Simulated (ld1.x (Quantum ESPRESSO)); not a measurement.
Reading a pseudo-wave (rhodium)

Columns: radius, all-electron u(r) and pseudo u(r) of the 4d shell (level -7.03 eV) of rhodium in the configuration [Kr] 4d8 5s0.5 5p0.5; LDA (PZ), scalar-relativistic, TM scheme, ld1.x (Quantum ESPRESSO) 7.5.

```json
{"r (bohr)": "0.192", "all-electron": "0.3894", "pseudo": "-0.0195"}
{"r (bohr)": "0.385", "all-electron": "0.1990", "pseudo": "-0.1371"}
{"r (bohr)": "0.578", "all-electron": "-0.2829", "pseudo": "-0.3670"}
{"r (bohr)": "0.770", "all-electron": "-0.6313", "pseudo": "-0.6245"}
{"r (bohr)": "0.962", "all-electron": "-0.7987", "pseudo": "-0.8056"}
{"r (bohr)": "1.155", "all-electron": "-0.8392", "pseudo": "-0.8662"}
{"r (bohr)": "1.348", "all-electron": "-0.8094", "pseudo": "-0.8328"}
{"r (bohr)": "1.540", "all-electron": "-0.7473", "pseudo": "-0.7577"}
{"r (bohr)": "1.732", "all-electron": "-0.6735", "pseudo": "-0.6757"}
{"r (bohr)": "1.925", "all-electron": "-0.5983", "pseudo": "-0.5984"}
{"r (bohr)": "2.118", "all-electron": "-0.5271", "pseudo": "-0.5271"}
{"r (bohr)": "2.310", "all-electron": "-0.4623", "pseudo": "-0.4623"}
{"r (bohr)": "2.502", "all-electron": "-0.4043", "pseudo": "-0.4043"}
{"r (bohr)": "2.695", "all-electron": "-0.3526", "pseudo": "-0.3526"}
{"r (bohr)": "2.888", "all-electron": "-0.3072", "pseudo": "-0.3072"}
{"r (bohr)": "3.080", "all-electron": "-0.2676", "pseudo": "-0.2676"}
{"r (bohr)": "3.272", "all-electron": "-0.2331", "pseudo": "-0.2331"}
{"r (bohr)": "3.465", "all-electron": "-0.2028", "pseudo": "-0.2028"}
{"r (bohr)": "3.658", "all-electron": "-0.1764", "pseudo": "-0.1764"}
{"r (bohr)": "3.850", "all-electron": "-0.1536", "pseudo": "-0.1536"}
{"r (bohr)": "4.043", "all-electron": "-0.1336", "pseudo": "-0.1336"}
{"r (bohr)": "4.235", "all-electron": "-0.1163", "pseudo": "-0.1163"}
{"r (bohr)": "4.428", "all-electron": "-0.1012", "pseudo": "-0.1012"}
{"r (bohr)": "4.620", "all-electron": "-0.0881", "pseudo": "-0.0881"}
{"r (bohr)": "4.812", "all-electron": "-0.0768", "pseudo": "-0.0768"}
{"r (bohr)": "5.005", "all-electron": "-0.0668", "pseudo": "-0.0668"}
```

Task: How many radial nodes do the two functions have?

Result: The all-electron 4d function has n − l − 1 = 1; the pseudo-wave has 0, since the states of the same l below it are removed with the core.

Task: At about which radius was the pseudo-wave matched?

Result: 2.10 bohr, where the columns begin to agree (steps of 0.19 bohr).

Task: Where does each function peak?

Result: Outermost all-electron maximum near 1.16 bohr, pseudo maximum near 1.16 bohr (to the table’s step).

Task: Is the pseudo-wave norm-conserving?

Result: Yes: the TM scheme keeps the norm inside the radius equal to the all-electron one, which fixes the energy derivative of the logarithmic derivative at the level.
